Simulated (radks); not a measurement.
Q: Successive ionisation energies (eV) of one element, from differences of total energies of ions in their ground configurations, starting at charge 0: 10.812, 21.235, 33.091, 45.913, 72.378, 87.695, 280.62, 331.31, 384.75, 440.82, 501.18, 562.13, 651.99, 704.30, 3244.8, 3469.6. Calculated with a radial shooting solver on a logarithmic mesh with Libxc functionals: Dirac Kohn-Sham, exchange-only PBE, spin-unpolarised, spherical densities, finite nucleus; open shells fill j = l - 1/2 first; Fermi nuclear charge, rms radius 3.2611 fm. Which element is it?

A: Sulfur (Z = 16). The first species listed is S in [Ne] 3s2 3p4, the last S15+ in 1s1.
